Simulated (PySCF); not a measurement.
Computed with PBE0 in PySCF with Ta def2-SVP with ECP60, O def2-SVP, Cl def2-SVP; scalar-relativistic core potentials, no spin–orbit coupling; density-fitted integrals. Open shells, if any, are unrestricted.

Question: What shape and geometry does isolated singlet TaOCl₃ take (every ligand bound to Ta)?

Answer: Formally Ta is in oxidation state +5, d0. The polar-tensor charge on Ta, 2.20, is far below the formal one. The lowest minimum found is a singlet of C3v symmetry with Ta–Cl 2.293 Å (×3), Ta–O 1.701 Å; Cl–Ta–Cl 112.0° (×3), Cl–Ta–O 106.8° (×3). Its harmonic wavenumbers are 101 (e), 117 (a1), 225 (e), 399 (a1), 420 (e), 1038 (a1) cm⁻¹ and its dipole moment is 1.54 D.

Stability towards spin polarisation was not tested. Other isomers or separated fragments may lie lower. With an element this heavy the missing spin–orbit coupling can shift these numbers.
